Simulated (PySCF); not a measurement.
AlHFBr, SMILES [F][AlH][Br]. Heavy atoms are numbered as in [AlH:1]([F:3])[Br:4]. Hydrogens are named by the atom that carries them.

Geometry optimised at ωB97X-D3(BJ)/def2-TZVP.

These are PBE/def2-TZVPD run with PySCF values and carry that method's errors.

Mulliken values depend strongly on the basis, most of all with diffuse functions as here. Atomic charges (e), one atom of each kind:

```tsv
atom	IAO	Mulliken
Al1 (AlH)	?	0.43
H on Al1	?	-0.03
F3	?	-0.23
Br4	?	-0.17
```

**Question.** What belongs in the gaps? (The exact figures need the calculation; the answer reports its results.)

**Answer.** 
- Al1 (AlH), IAO: 1.01
- H on Al1, IAO: -0.20
- F3, IAO: -0.55
- Br4, IAO: -0.27
